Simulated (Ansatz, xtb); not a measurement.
## Relaxing a trial structure of CH6ClGaSn

The starting geometry of this gas-phase singlet was built from a drawn formula by distance geometry; its bonds are those of `[CH3][GaH][SnH2][Cl]`.

```xyz
10

C    -2.2916    2.2628    0.6855
Cl    1.1732    1.3070   -1.3144
Ga   -1.3932    1.1006    1.9424
Sn    0.6481   -0.0626    0.5147
H    -3.0507    1.7292    0.0144
H    -1.5197    2.6971    0.1418
H    -2.8806    3.0010    1.3399
H    -2.2347    0.2317    2.6109
H     1.8803   -0.1310    1.7306
H     0.2636   -1.6692   -0.0503
```

Task: Predict what it relaxes into with r2SCAN-D4/def2-SVP.

Result: It keeps its bonds, and is `[CH3][GaH][SnH2][Cl]`. Distances that change by over a tenth: Ga3–H8 (1.38 → 1.57 Å).

The energy falls by 1.42 eV over 18 steps:

| step | E − E(last) (eV) |
| --- | --- |
| 1 | 1.425 |
| 3 | 0.050 |
| 5 | 0.008 |
| 7 | 0.002 |
| 9 | 0.001 |
| 10 | 0.001 |
| 12 | 0.000 |
| 14 | 0.000 |
| 16 | 0.000 |
| 18 | 0.000 |

Final geometry (Å):

```yaml
atoms:
  - { symbol: C, position_ang: [-2.3668, 2.3177, 0.6324] }
  - { symbol: Cl, position_ang: [1.1758, 1.3747, -1.0725] }
  - { symbol: Ga, position_ang: [-1.5967, 0.8212, 1.6319] }
  - { symbol: Sn, position_ang: [0.6321, -0.1829, 0.6668] }
  - { symbol: H, position_ang: [-3.3107, 1.9903, 0.1631] }
  - { symbol: H, position_ang: [-1.6835, 2.6679, -0.1545] }
  - { symbol: H, position_ang: [-2.6147, 3.1522, 1.3082] }
  - { symbol: H, position_ang: [-2.2459, 0.2223, 2.9296] }
  - { symbol: H, position_ang: [2.0396, -0.1985, 1.6555] }
  - { symbol: H, position_ang: [0.5656, -1.6984, -0.1452] }
```

From the same start GFN2-xTB ends elsewhere, differing in Cl2–Ga3 (2.12 against 3.91 Å here), Ga3–Sn4 (3.76 against 2.63 Å here).

The end wasn't checked by frequencies. Atoms past krypton carry core potentials, without spin–orbit terms. Run with Ansatz 0.2.0, 43 s on 2 threads of Intel(R) Xeon(R) 6975P-C (Granite Rapids), on a shared host.
